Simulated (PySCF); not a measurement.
## C₆ coefficients of unlike pairs at PBE

Calculated with PySCF 2.14 from the dipole response of each species, C₆(A,B) = (3/π) ∫ α_A(iu) α_B(iu) du, in atomic units, from isotropic polarisabilities. For ions this is the dispersion term alone; charge-induced terms of lower order in 1/R come first.

| species | configuration | basis | relativity | α (bohr³) | C₆ (like pair) |
| --- | --- | --- | --- | --- | --- |
| B(2+) | [He] 2s1 (2S) | aug-cc-pwCVDZ (5s4p2d) | none | 6.978 | 9.226 |
| S(3+) | [Ne] 3s2 3p1 (2P) | dyall-av3z (19s12p3d2f) | none | 5.313 | 14.03 |
| As(3+) | [Ar] 3d10 4s2 (1S) | x2c-TZVPPall with one added diffuse shell each of s, p, d type (7s6p5d1f) | spin-free X2C | 6.704 | 19.89 |
| Be+ | [He] 2s1 (2S) | aug-cc-pVDZ-DK (4s3p2d) | spin-free X2C | 22.04 | 59.40 |

(1) Estimate C₆ for Be+ with As(3+).

No spin-orbit coupling is included.

The other pairs:

```
         pair     C₆
 S(3+), B(2+)  10.28
As(3+), S(3+)  16.68
As(3+), B(2+)  12.50
   Be+, B(2+)  22.87
   Be+, S(3+)  23.24
```

Results:

(1) The integral gives 28.52. The combination rule 2 C_A C_B / (C_A α_B/α_A + C_B α_A/α_B) gives 28.32 and the geometric mean 34.37.
